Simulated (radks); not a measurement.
Numerical settings for the manganese ion Mn21+, [He] 2s2. Calculated with a radial shooting solver on a logarithmic mesh with Libxc functionals: scalar-relativistic Kohn-Sham, PBE, spin-polarised, spherical densities, finite nucleus; Fermi nuclear charge, rms radius 3.7057 fm. The defaults (mesh step 0.008 in ln r, mesh end at 40 bohr or more with all orbitals vanishing there, Anderson mixing 0.5 over 9 steps, residual threshold near 1e-9 with the energy settled to 1e-9 hartree or 1e-11 of itself, here a cap of 92 iterations) give E = -749.1596 hartree and 2s at -1748.8 eV in 14 iterations. Run on one thread of a shared host, so times are rough (Arm Neoverse V1): 0.06 s of CPU time, 0.06 s wall, 14 iterations on 2189 mesh points. Changes against that run (0 stands for a change within the tolerance of the run):

setting                     iterations  converged  E (mhartree)  e(2s) (meV)  CPU (s)
mesh step in ln r 0.2               92         no     -4.21e+06            -     0.12
mesh step in ln r 0.03              13        yes             0            0     0.02
mesh step in ln r 0.05              13        yes      +0.00206      +0.0429     0.02
mesh end (bohr) 12                  14        yes             0            0     0.06
mesh end (bohr) 2                   14        yes             0            0     0.05
residual threshold 0.1               7        yes             0      +0.0469     0.03
residual threshold 1e-13            92         no             0            0     0.26
mixing 0.01                         21        yes             0            0     0.08
linear mixing, mixing 0.05          92         no        -0.244    -1.79e+03     0.35
linear mixing, mixing 0.8           92         no     +0.000155            0     0.25
mixing history 3                    16        yes             0            0     0.06
iteration cap 8                      8         no             0     +0.00637     0.03

No run marked as converged misses the energy by more than 1 mhartree. A mesh that ends early acts as a hard wall.
